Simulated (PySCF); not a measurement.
C3H5FSi, SMILES FC=C=C[SiH3].

Geometry: B3LYP-D3(BJ)/def2-SVP. This is a generated structure with no PubChem entry under its InChIKey; it may be hypothetical.

Computed with B3LYP-D3(BJ)/def2-SVP in PySCF.

Frequencies are harmonic and unscaled.

Computed harmonic wavenumbers and intensities:
```csv
mode,ν (cm⁻¹),IR (km/mol),Raman (Å⁴/amu),depolarisation,moving atoms (share of kinetic energy)
1,88,0.1,0.1,0.69,H 85 %
2,105,0.2,1.6,0.54,"F 30 %, C 27 %, Si 27 %, H 16 %"
3,197,1.9,4.2,0.70,"C 54 %, H 27 %, F 15 %"
4,265,0.9,5.5,0.67,"C 56 %, F 22 %, H 19 %"
5,421,19.0,3.6,0.37,"C 66 %, H 23 %, Si 10 %"
6,558,21.5,10.3,0.37,"H 44 %, C 28 %, Si 16 %, F 11 %"
7,627,13.5,10.3,0.75,"H 78 %, C 13 %"
8,662,11.5,1.4,0.72,"C 57 %, H 20 %, F 16 %"
9,762,16.3,7.7,0.37,"C 49 %, H 38 %, Si 14 %"
10,772,32.6,3.6,0.75,"H 59 %, C 37 %"
11,875,42.4,7.0,0.75,"H 81 %, C 18 %"
12,929,308.8,16.3,0.71,"H 90 %, Si 9 %"
13,946,38.3,18.4,0.75,H 97 %
14,957,72.6,37.5,0.68,H 97 %
15,1034,50.2,25.8,0.25,"C 58 %, H 26 %, F 15 %"
16,1162,66.7,18.6,0.45,"H 54 %, C 29 %, F 16 %"
17,1253,32.8,2.7,0.74,"H 73 %, C 21 %"
18,1423,166.1,4.4,0.60,"C 68 %, H 29 %"
19,2068,4.7,4.9,0.34,C 99 %
20,2218,113.7,173.8,0.33,H 97 %
21,2221,106.0,232.9,0.13,H 98 %
22,2248,77.4,73.3,0.41,H 96 %
23,3093,2.5,168.3,0.31,"H 92 %, C 8 %"
24,3185,4.1,155.7,0.27,"H 92 %, C 8 %"
```
